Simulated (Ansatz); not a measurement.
A made-up structure of AlBH$_{3}$I, singlet:

```csv
atom,x (Å),y (Å),z (Å)
Al1,-0.7683,0.4641,-0.5618
B2,0.5496,-0.1752,0.9369
I3,1.8428,-1.5378,-0.1010
H4,2.2311,-2.8964,0.8443
H5,-0.3667,1.6907,-1.4882
H6,0.8134,-0.0525,2.0911
```

It is relaxed with PBE-D4/def2-SVP and then PBE0-D4/def2-TZVP (Ansatz 0.2.0). Atoms count as bonded within 1.22 times the sum of their covalent radii (H–H: 0.88 Å). The end point is not checked to be a true minimum.

Problem. Does its bonding change? (A judgement: the text doesn't fix the answer.)

Solution. The calculation gives: Yes. Formed: Al1–I3; broken: none.

Where it ends: The first stage lowers the energy by 0.51 eV in 16 steps. It ends as AlBH₃I ([BH]1[AlH][IH]1):
```
6
angstrom
Al -0.3290 0.4194 -0.3599
B 0.6519 0.2088 1.3168
I 2.0089 -1.1814 0.1489
H 1.6907 -2.8722 -0.0101
H -0.4034 0.9197 -1.8596
H 0.6827 -0.0014 2.4852
```

Labels in which every atom is bracketed show which atoms are joined, not bond orders.

For scale, one of the runs: PBE0-D4/def2-TZVP relaxation, 136 basis functions, launched by `ansatz run in.yaml --threads 2 --pin off --events-out ev --progress --plain --max-ram 4352MiB`. The run took about 17 s on 2 CPU threads of an Intel Xeon 6975P-C (shared host).
